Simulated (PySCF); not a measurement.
The numbers below are computed, except where a source is named.
BH2O3(-)

The system: BH2O3(-), a small molecule (built as: end group O-); charge -1, singlet. The structure, one conformer, was relaxed in the gas phase by PBE0-D3(BJ)/def2-SVP. No frequency run checks that it is a minimum.

SMILES: [O-]B(O)O

Coordinates in Å:
```
O1      0.515   -1.244   -0.479
B2     -0.296   -0.070   -0.313
O3      0.262    0.719    0.777
O4     -1.334    0.261   -0.987
H5      1.214   -1.167    0.176
H6     -0.340    1.469    0.803
```

Shieldings: GIAO PBE0/aug-pcSseg-2.  Core levels by delta-SCF with SCAN, aug-pcX-2 on the ionised atom and aug-pcseg-1 elsewhere, spin-free X2C; from the vacuum level, for chosen atoms.

Q: Give the shieldings and core levels atom by atom.

A: 
```
atoms  bonded to  σ (ppm)  δ (ppm)  core level (eV)
   O1  1 B + 1 H    264.3        -        1s 532.95
   B2        3 O     82.4        -        1s 190.97
   O3  1 B + 1 H    242.1        -        1s 532.88
   O4        1 B    191.1        -        1s 529.42
   H5        1 O    30.58        -                -
   H6        1 O    30.48        -                -
```

Values are those of this one static structure; atoms that internal rotation interchanges would show their mean in an NMR spectrum.

Q: Which of O1, O3, O4 holds its core electrons tightest, and by how much against the loosest?

A: O1 (bonded to 1 B + 1 H), by 3.53 eV over O4 (bonded to 1 B).

Q: By CAM-B3LYP/def2-SVPD (TDDFT singlets, Tamm-Dancoff triplets, ionisation by delta-SCF), where does absorption start, and what does vertical ionisation take?

A: The lowest singlet lies at 4.54 eV (f 0.050), the lowest triplet at 4.43 eV; vertical ionisation takes 3.70 eV.

Excited states of gas-phase anions may lie above the detachment limit and hang on the basis.

The 3 runs behind this took 84 s in all, one thread each of Arm Neoverse N1 on a shared host, launched as `OMP_NUM_THREADS=1 python cluster_run.py task.json out`.
